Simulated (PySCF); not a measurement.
Hf(Cl)2(OH) (Cl₂HHfO), SMILES [OH][Hf+]([Cl])[Cl], charge +1, multiplicity 1.

Coordinates come from a PBE-D3(BJ)/def2-SVP optimisation. The spin state was assumed, not searched. The isomer is the one that the SMILES or the coordinates give; other isomers of the formula were not compared. The def2 effective core potentials stand for the cores of Hf; spin–orbit coupling is left out. The values are those of a single conformer.

Two levels are set side by side: PBE/def2-TZVPD (PySCF) and HF/def2-TZVPD (PySCF). Same geometry, gas phase. Differences are taken from unrounded values.

```
quantity                         HF     PBE  PBE minus HF
---------------------------  ------  ------  ------------
orbital gap (eV)              11.39    3.59         -7.80
highest occupied level (eV)  -17.35  -12.87          4.47
lowest empty level (eV)       -5.95   -9.28         -3.32
mean polarisability (bohr³)    55.7    65.4           9.7
```

Without exact exchange PBE keeps part of each electron's self-repulsion, which lifts occupied levels and narrows the gap. Loosely held outer electrons make PBE densities more polarisable. Differences between two approximate levels are no errors against the true value.

Rough cost on one machine, each run with all the roots and properties that it gave: HF against PBE about 1/2.
